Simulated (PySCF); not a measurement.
# Exercise with solution: dipole moment from atomic charges

C₄H₂BrCl, SMILES Cl/C(=C/C#C)Br. Atoms are numbered in the order given.

```xyz
8

C      0.5679    -3.2796     0.0000
C      0.9246    -2.1140     0.0000
C      1.3863    -0.7820     0.0000
C      0.5922     0.3158     0.0000
Cl     1.2584     1.9033     0.0000
Br    -1.2836     0.2204     0.0000
H      0.2400    -4.3027     0.0000
H      2.4690    -0.6071     0.0000
```

The structure is a stationary point at r2SCAN-D4/def2-SVP. The structure was generated by enumeration; whether it is a known compound was not checked.

Charges (e) from PBE/def2-TZVP run with PySCF:

```tsv
atom	IAO	Mulliken
C1	-0.215	-0.114
C2	-0.022	0.050
C3	-0.191	-0.348
C4	-0.102	0.133
Cl5	0.044	-0.042
Br6	0.087	0.010
H7	0.208	0.170
H8	0.191	0.142
```

The dipole moment of the full density is 0.75 D.

Task: What dipole moment does each set of point charges give, and which comes closer to that of the density?

Result: 
μ = Σ q r, and 1 e Å = 4.8032 D.
IAO: Σ q r = (-0.002, -0.039, 0.000) e Å, |μ| = 0.19 D.
Mulliken: Σ q r = (-0.096, -0.313, 0.000) e Å, |μ| = 1.57 D.
IAO comes closer in size. Point charges leave out the atoms' own dipoles (lone pairs, polarised bonds); fits to the potential absorb them, partitions of the density don't.
